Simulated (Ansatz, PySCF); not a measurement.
CH3Cl2NSi2, SMILES [SiH2]1C=N[Si]1(Cl)Cl. Atoms are numbered in the order given.

```xyz
9

Cl     1.4136     0.1601     1.6782
Si     0.2218    -0.0131     0.0000
Cl     1.4136     0.1601    -1.6782
N     -0.7014    -1.5550     0.0000
C     -1.9194    -1.1276     0.0000
Si    -1.9675     0.8124     0.0000
H     -2.7554    -1.8537     0.0000
H     -2.5521     1.4471    -1.2175
H     -2.5521     1.4471     1.2175
```
Charge 0, spin multiplicity 1.

Geometry: B3LYP-D3(BJ)/def2-SVP. The structure was generated by enumeration, and PubChem lists no compound with its InChIKey, so it may never have been made.

Two levels are set side by side: PBE-D3(BJ)/def2-SVP (Ansatz, a first-principles code) and B3LYP-D3(BJ)/def2-SVP (Ansatz). Each level has its own optimised geometry; the coordinates shown are those of the second. Frequencies come from the Hessian of PySCF at each geometry. Differences are taken from unrounded values.

```json
[
 {"quantity": "mean bond length (Å)", "B3LYP-D3(BJ)": "1.732"},
 {"quantity": "bond Cl1–Si2 (Å)", "B3LYP-D3(BJ)": "2.066"},
 {"quantity": "bond Si2–Cl3 (Å)", "B3LYP-D3(BJ)": "2.066"},
 {"quantity": "bond Si2–N4 (Å)", "B3LYP-D3(BJ)": "1.797"},
 {"quantity": "bond Si2–Si6 (Å)", "B3LYP-D3(BJ)": "2.340"},
 {"quantity": "bond N4–C5 (Å)", "B3LYP-D3(BJ)": "1.291"},
 {"quantity": "bond C5–Si6 (Å)", "B3LYP-D3(BJ)": "1.941"},
 {"quantity": "bond C5–H7 (Å)", "B3LYP-D3(BJ)": "1.107"},
 {"quantity": "bond Si6–H8 (Å)", "B3LYP-D3(BJ)": "1.492"},
 {"quantity": "bond Si6–H9 (Å)", "B3LYP-D3(BJ)": "1.492"},
 {"quantity": "highest harmonic wavenumber (cm⁻¹)", "B3LYP-D3(BJ)": "3027"},
 {"quantity": "mean harmonic wavenumber (cm⁻¹)", "B3LYP-D3(BJ)": "867"},
 {"quantity": "zero-point energy (kcal/mol)", "B3LYP-D3(BJ)": "26.02"}
]
```

Question: What does PBE-D3(BJ) give, and how far is it from B3LYP-D3(BJ)? (The exact figures need the calculation; the answer reports its results.)

Answer: 
| quantity | PBE-D3(BJ) | PBE-D3(BJ) minus B3LYP-D3(BJ) |
|---|---|---|
| mean bond length (Å) | 1.742 | 0.010 |
| bond Cl1–Si2 (Å) | 2.072 | 0.006 |
| bond Si2–Cl3 (Å) | 2.072 | 0.006 |
| bond Si2–N4 (Å) | 1.812 | 0.015 |
| bond Si2–Si6 (Å) | 2.347 | 0.007 |
| bond N4–C5 (Å) | 1.300 | 0.009 |
| bond C5–Si6 (Å) | 1.948 | 0.007 |
| bond C5–H7 (Å) | 1.116 | 0.009 |
| bond Si6–H8 (Å) | 1.507 | 0.015 |
| bond Si6–H9 (Å) | 1.507 | 0.015 |
| highest harmonic wavenumber (cm⁻¹) | 2954 | -73 |
| mean harmonic wavenumber (cm⁻¹) | 836 | -31 |
| zero-point energy (kcal/mol) | 25.09 | -0.92 |

GGA bonds tend to be longer and softer than those of functionals with exact exchange. Differences between two approximate levels are no errors against the true value.
